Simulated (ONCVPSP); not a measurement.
# Configuration tests for silicon (ONCV)

- Element: Si (Z = 14)
- Generator: ONCVPSP 4.0.1
- Type: optimised norm-conserving Vanderbilt (ONCV)
- Functional: PBE
- Relativity: scalar-relativistic
- Frozen core: [Ne]
- Valence charge: 4
- Reference configuration: 3s2 (charge +2)
- Partial waves: 3s: rc 1.65 bohr, ncon 4, nbas 8, qcut 4.3 1/bohr, 2 projectors, debl 3.6 Ha; p scattering state at 0.2 Ha: rc 1.70 bohr, ncon 4, nbas 8, qcut 5.3 1/bohr, 2 projectors, debl 3.3 Ha; d scattering state at 0.29 Ha: rc 1.55 bohr, ncon 4, nbas 8, qcut 6.7 1/bohr, 3 projectors, debl 2.4 Ha
- Local potential: polynomial inside 1.45 bohr (lpopt 5, dvloc0 4 Ha)
- Core correction: Teter function fitted to the true core (icmod 2), fcfact 0.35

In the p channel the program set the typed energies aside and used 0.050, 3.350 Ha.

Energies are relative to the spin-unpolarised reference configuration 3s2; without spin polarisation the order of configurations can differ from experiment.

Give the all-electron excitation energy and the error of the potential for: 3s2 3p2; 3s2 3p1; 3s1; 3s1 3p3.

| valence configuration | charge | ΔE all-electron (eV) | error AE − PS (meV) |
| --- | --- | --- | --- |
| 3s2 3p2 | 0 | -23.733 | +79 |
| 3s2 3p1 | +1 | -15.993 | +42 |
| 3s1 | +3 | 33.972 | +45 |
| 3s1 3p3 | 0 | -16.919 | +99 |

Levels in the configuration 3s2 3p2:

```tsv
level	all-electron (eV)	pseudo (eV)
3s	-10.813	-10.818
3p	-4.081	-4.106
```
